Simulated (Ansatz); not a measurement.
Species: CH$_{3}$Br$_{2}$Si, charge 0, multiplicity 2. It need not be the lowest isomer of its formula. SMILES: Br[Si](C)Br
Coordinates optimised at B3LYP-D3(BJ)/def2-TZVP (Ansatz, a quantum-chemistry and plane-wave program):
```xyz
7

Si    -0.2836    -0.8300     0.0521
C      1.0914    -2.1012    -0.0529
Br     0.0912     0.4976     1.8245
Br    -0.2818     0.3958    -1.8299
H      0.9312    -2.7513    -0.9135
H      1.1119    -2.7020     0.8569
H      2.0497    -1.5898    -0.1649
```
Charge 0, spin multiplicity 2.

Computed values are from Ansatz. Valence correlation only, unless marked. Open shells are spin-unrestricted. No spin-orbit coupling. Frozen are the shells of the preceding noble gas and the d and f shells that filled before the atom's block. Non-relativistic. CBS marks a two-point X^-3 extrapolation of the correlation energy; Hartree-Fock from the larger set. The bracket is a focal-point correction in the basis named.

### Question
What is the atomisation energy De at RI-MP2/CBS(def2-TZVPP,def2-QZVPP)+[CCSD(T)-MP2]/def2-TZVPP?

### Answer
2253.0 kJ/mol.

### Question
What is the T1 diagnostic at CCSD/def2-TZVPP?

### Answer
0.013.

### Question
What is the dipole moment at CCSD(T)/def2-SVPD?

### Answer
1.97 D.

### Question
What is the total energy at RI-MP2/CBS(def2-TZVPP,def2-QZVPP)+[CCSD(T)-MP2]/def2-TZVPP?

### Answer
-5474.3585 Eh.
